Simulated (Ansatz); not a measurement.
**Molecular dynamics of BrCl₃FGeH**

The input (input.yaml):

```yaml
crystal:
  periodic: [false, false, false]
  atoms:
    - { symbol: Ge, position_ang: [-0.247028, -0.000192, -0.107532] }
    - { symbol: F, position_ang: [-0.061762, 0.000968, 1.867023] }
    - { symbol: Cl, position_ang: [1.917351, -0.000499, -0.205863] }
    - { symbol: Cl, position_ang: [-0.752044, 1.857749, -1.063169] }
    - { symbol: Cl, position_ang: [-0.75151, -1.858238, -1.063379] }
    - { symbol: Br, position_ang: [-2.685235, -0.000342, 1.18346] }
    - { symbol: H, position_ang: [-1.16557, 0.000555, 2.029861] }
basis:
  gaussian: { orbitals: def2-SVP }
hamiltonian:
  xc: b3lyp
md:
  timestep: 0.5
  n_steps: 200
  ensemble: nve
  temperature: 300.0
  initial_velocities: maxwell_boltzmann
  seed: 4791
```

Run as:

```bash
$ ansatz run input.yaml --threads 4 --pin off --max-ram 5120MiB --backend cpu --events-out ev --progress --plain --runs-dir out
```

It starts at the highest image of a converged band, a first-order saddle point between two minima.

Output, in part (one step line in 4, the closing report, with atoms numbered from 0):

```
md step     0: t =     0.00 fs  T =   300.0 K  F+E_penalty+E_count = -166842.48021711 eV  E_kin = 0.193890 eV  conserved = -166842.28632711 eV  (28 SCF iters)
md step     4: t =     2.00 fs  T =   292.9 K  F+E_penalty+E_count = -166842.47563444 eV  E_kin = 0.189313 eV  conserved = -166842.28632125 eV  (26 SCF iters)
md step     8: t =     4.00 fs  T =   273.6 K  F+E_penalty+E_count = -166842.46313000 eV  E_kin = 0.176826 eV  conserved = -166842.28630401 eV  (26 SCF iters)
md step    12: t =     6.00 fs  T =   248.3 K  F+E_penalty+E_count = -166842.44677166 eV  E_kin = 0.160480 eV  conserved = -166842.28629142 eV  (26 SCF iters)
md step    16: t =     8.00 fs  T =   221.7 K  F+E_penalty+E_count = -166842.42959053 eV  E_kin = 0.143299 eV  conserved = -166842.28629124 eV  (26 SCF iters)
md step    20: t =    10.00 fs  T =   195.3 K  F+E_penalty+E_count = -166842.41248076 eV  E_kin = 0.126201 eV  conserved = -166842.28627980 eV  (24 SCF iters)
md step    24: t =    12.00 fs  T =   174.3 K  F+E_penalty+E_count = -166842.39887607 eV  E_kin = 0.112621 eV  conserved = -166842.28625523 eV  (25 SCF iters)
md step    28: t =    14.00 fs  T =   166.5 K  F+E_penalty+E_count = -166842.39387834 eV  E_kin = 0.107609 eV  conserved = -166842.28626940 eV  (25 SCF iters)
md step    32: t =    16.00 fs  T =   167.6 K  F+E_penalty+E_count = -166842.39461421 eV  E_kin = 0.108320 eV  conserved = -166842.28629377 eV  (25 SCF iters)
md step    36: t =    18.00 fs  T =   169.5 K  F+E_penalty+E_count = -166842.39583662 eV  E_kin = 0.109550 eV  conserved = -166842.28628636 eV  (26 SCF iters)
md step    40: t =    20.00 fs  T =   174.1 K  F+E_penalty+E_count = -166842.39877287 eV  E_kin = 0.112498 eV  conserved = -166842.28627489 eV  (26 SCF iters)
md step    44: t =    22.00 fs  T =   185.2 K  F+E_penalty+E_count = -166842.40598365 eV  E_kin = 0.119702 eV  conserved = -166842.28628214 eV  (26 SCF iters)
md step    48: t =    24.00 fs  T =   200.1 K  F+E_penalty+E_count = -166842.41566033 eV  E_kin = 0.129357 eV  conserved = -166842.28630358 eV  (26 SCF iters)
md step    52: t =    26.00 fs  T =   211.3 K  F+E_penalty+E_count = -166842.42290197 eV  E_kin = 0.136595 eV  conserved = -166842.28630671 eV  (26 SCF iters)
md step    56: t =    28.00 fs  T =   218.5 K  F+E_penalty+E_count = -166842.42748271 eV  E_kin = 0.141206 eV  conserved = -166842.28627689 eV  (26 SCF iters)
md step    60: t =    30.00 fs  T =   230.0 K  F+E_penalty+E_count = -166842.43496680 eV  E_kin = 0.148678 eV  conserved = -166842.28628908 eV  (26 SCF iters)
md step    64: t =    32.00 fs  T =   242.4 K  F+E_penalty+E_count = -166842.44296916 eV  E_kin = 0.156658 eV  conserved = -166842.28631089 eV  (26 SCF iters)
md step    68: t =    34.00 fs  T =   249.5 K  F+E_penalty+E_count = -166842.44753964 eV  E_kin = 0.161257 eV  conserved = -166842.28628230 eV  (26 SCF iters)
md step    72: t =    36.00 fs  T =   259.5 K  F+E_penalty+E_count = -166842.45401721 eV  E_kin = 0.167733 eV  conserved = -166842.28628422 eV  (26 SCF iters)
md step    76: t =    38.00 fs  T =   271.2 K  F+E_penalty+E_count = -166842.46160943 eV  E_kin = 0.175287 eV  conserved = -166842.28632205 eV  (26 SCF iters)
md step    80: t =    40.00 fs  T =   275.2 K  F+E_penalty+E_count = -166842.46412635 eV  E_kin = 0.177849 eV  conserved = -166842.28627768 eV  (25 SCF iters)
md step    84: t =    42.00 fs  T =   282.8 K  F+E_penalty+E_count = -166842.46905380 eV  E_kin = 0.182757 eV  conserved = -166842.28629663 eV  (25 SCF iters)
md step    88: t =    44.00 fs  T =   289.0 K  F+E_penalty+E_count = -166842.47312867 eV  E_kin = 0.186805 eV  conserved = -166842.28632324 eV  (25 SCF iters)
md step    92: t =    46.00 fs  T =   287.6 K  F+E_penalty+E_count = -166842.47213191 eV  E_kin = 0.185865 eV  conserved = -166842.28626661 eV  (25 SCF iters)
md step    96: t =    48.00 fs  T =   293.6 K  F+E_penalty+E_count = -166842.47602826 eV  E_kin = 0.189724 eV  conserved = -166842.28630447 eV  (26 SCF iters)
md step   100: t =    50.00 fs  T =   296.8 K  F+E_penalty+E_count = -166842.47810615 eV  E_kin = 0.191792 eV  conserved = -166842.28631425 eV  (26 SCF iters)
md step   104: t =    52.00 fs  T =   295.6 K  F+E_penalty+E_count = -166842.47730731 eV  E_kin = 0.191052 eV  conserved = -166842.28625513 eV  (25 SCF iters)
md step   108: t =    54.00 fs  T =   303.6 K  F+E_penalty+E_count = -166842.48255969 eV  E_kin = 0.196241 eV  conserved = -166842.28631913 eV  (26 SCF iters)
md step   112: t =    56.00 fs  T =   307.6 K  F+E_penalty+E_count = -166842.48503977 eV  E_kin = 0.198778 eV  conserved = -166842.28626180 eV  (26 SCF iters)
md step   116: t =    58.00 fs  T =   321.6 K  F+E_penalty+E_count = -166842.49408876 eV  E_kin = 0.207819 eV  conserved = -166842.28626992 eV  (25 SCF iters)
md step   120: t =    60.00 fs  T =   343.4 K  F+E_penalty+E_count = -166842.50826111 eV  E_kin = 0.221944 eV  conserved = -166842.28631719 eV  (25 SCF iters)
md step   124: t =    62.00 fs  T =   364.0 K  F+E_penalty+E_count = -166842.52148964 eV  E_kin = 0.235252 eV  conserved = -166842.28623811 eV  (26 SCF iters)
md step   128: t =    64.00 fs  T =   399.5 K  F+E_penalty+E_count = -166842.54452242 eV  E_kin = 0.258186 eV  conserved = -166842.28633644 eV  (25 SCF iters)
md step   132: t =    66.00 fs  T =   428.2 K  F+E_penalty+E_count = -166842.56304730 eV  E_kin = 0.276776 eV  conserved = -166842.28627140 eV  (25 SCF iters)
md step   136: t =    68.00 fs  T =   463.6 K  F+E_penalty+E_count = -166842.58591439 eV  E_kin = 0.299616 eV  conserved = -166842.28629816 eV  (25 SCF iters)
md step   140: t =    70.00 fs  T =   498.2 K  F+E_penalty+E_count = -166842.60834832 eV  E_kin = 0.322016 eV  conserved = -166842.28633207 eV  (26 SCF iters)
md step   144: t =    72.00 fs  T =   525.6 K  F+E_penalty+E_count = -166842.62595274 eV  E_kin = 0.339685 eV  conserved = -166842.28626787 eV  (25 SCF iters)
md step   148: t =    74.00 fs  T =   556.2 K  F+E_penalty+E_count = -166842.64580469 eV  E_kin = 0.359445 eV  conserved = -166842.28636019 eV  (25 SCF iters)
md step   152: t =    76.00 fs  T =   572.8 K  F+E_penalty+E_count = -166842.65642757 eV  E_kin = 0.370174 eV  conserved = -166842.28625344 eV  (25 SCF iters)
md step   156: t =    78.00 fs  T =   597.5 K  F+E_penalty+E_count = -166842.67255865 eV  E_kin = 0.386191 eV  conserved = -166842.28636781 eV  (25 SCF iters)
md step   160: t =    80.00 fs  T =   607.3 K  F+E_penalty+E_count = -166842.67873054 eV  E_kin = 0.392472 eV  conserved = -166842.28625832 eV  (25 SCF iters)
md step   164: t =    82.00 fs  T =   622.0 K  F+E_penalty+E_count = -166842.68832998 eV  E_kin = 0.401973 eV  conserved = -166842.28635703 eV  (25 SCF iters)
md step   168: t =    84.00 fs  T =   625.0 K  F+E_penalty+E_count = -166842.69024083 eV  E_kin = 0.403965 eV  conserved = -166842.28627620 eV  (24 SCF iters)
md step   172: t =    86.00 fs  T =   631.8 K  F+E_penalty+E_count = -166842.69463958 eV  E_kin = 0.408320 eV  conserved = -166842.28631924 eV  (24 SCF iters)
md step   176: t =    88.00 fs  T =   633.8 K  F+E_penalty+E_count = -166842.69593855 eV  E_kin = 0.409632 eV  conserved = -166842.28630645 eV  (24 SCF iters)
md step   180: t =    90.00 fs  T =   635.0 K  F+E_penalty+E_count = -166842.69671669 eV  E_kin = 0.410420 eV  conserved = -166842.28629695 eV  (29 SCF iters)
md step   184: t =    92.00 fs  T =   637.6 K  F+E_penalty+E_count = -166842.69837845 eV  E_kin = 0.412064 eV  conserved = -166842.28631449 eV  (24 SCF iters)
md step   188: t =    94.00 fs  T =   638.2 K  F+E_penalty+E_count = -166842.69871662 eV  E_kin = 0.412453 eV  conserved = -166842.28626371 eV  (24 SCF iters)
md step   192: t =    96.00 fs  T =   646.4 K  F+E_penalty+E_count = -166842.70413641 eV  E_kin = 0.417792 eV  conserved = -166842.28634451 eV  (24 SCF iters)
md step   196: t =    98.00 fs  T =   649.9 K  F+E_penalty+E_count = -166842.70626086 eV  E_kin = 0.420015 eV  conserved = -166842.28624566 eV  (24 SCF iters)
md step   200: t =   100.00 fs  T =   664.8 K  F+E_penalty+E_count = -166842.71598002 eV  E_kin = 0.429632 eV  conserved = -166842.28634787 eV  (28 SCF iters)
Total energy: -166842.71623706 eV, -6131.3567316571 hartree
Atom 0 at    -0.509253    -0.012806    -0.149320 Å, force     1.100073     1.002503    -0.631654 eV/Å
Atom 1 at     0.236810     0.122931     2.424516 Å, force    -0.157365    -0.110307     0.314851 eV/Å
Atom 2 at     1.658593    -0.036110    -0.144126 Å, force     0.227164     0.006424     0.491408 eV/Å
Atom 3 at    -0.683349     1.971389    -1.058747 Å, force    -0.247673    -0.294401    -0.211415 eV/Å
Atom 4 at    -0.741729    -1.917332    -1.044814 Å, force    -0.290037    -0.797439    -0.810039 eV/Å
Atom 5 at    -2.445739    -0.024910     1.040479 Å, force    -0.810557     0.070716     0.966099 eV/Å
Atom 6 at    -0.543192    -0.107721     2.887878 Å, force     0.178394     0.122502    -0.119250 eV/Å
Dipole moment:    -0.306284    -0.127630     0.441963 e Å
```

The run went to its last step. The conserved energy stayed within 0.016 meV per atom of its start (net change -0.003 meV per atom), so the integration is sound. The kinetic energy rose, since the run started high on the potential surface and went downhill. It ends in pieces (BrCl3Ge + FH), so much of that is their flight and rotation, not heat. A run of 0.1 ps of so small a system gives no equilibrium averages. The orbitals stay closed-shell, which can raise the energy where a bond breaks towards radicals; this wasn't checked here.

Between its relaxed ends the band would form Ge1–Br6, F2–H7 and break Ge1–F2, Br6–H7. These pairs go: Ge1–Br6 2.76 → 2.27 Å, F2–H7 1.12 → 0.94 Å, Ge1–F2 1.98 → 2.68 Å, Br6–H7 1.74 → 2.65 Å. In the last frame they stand as after the step (other bonds may differ from the relaxed reactants and products). It ends as BrCl3Ge + FH. Pairs count as bonded within 1.25 times the sum of covalent radii (0.12 Å more for H–H).

Last frame:

```xyz
7
Properties=species:S:1:pos:R:3
Ge -0.509 -0.013 -0.149
F 0.237 0.123 2.425
Cl 1.659 -0.036 -0.144
Cl -0.683 1.971 -1.059
Cl -0.742 -1.917 -1.045
Br -2.446 -0.025 1.040
H -0.543 -0.108 2.888
```

The run took 7 min on 4 threads of Intel(R) Xeon(R) 6975P-C (Granite Rapids), with other jobs on the host, peak memory 0.48 GiB.
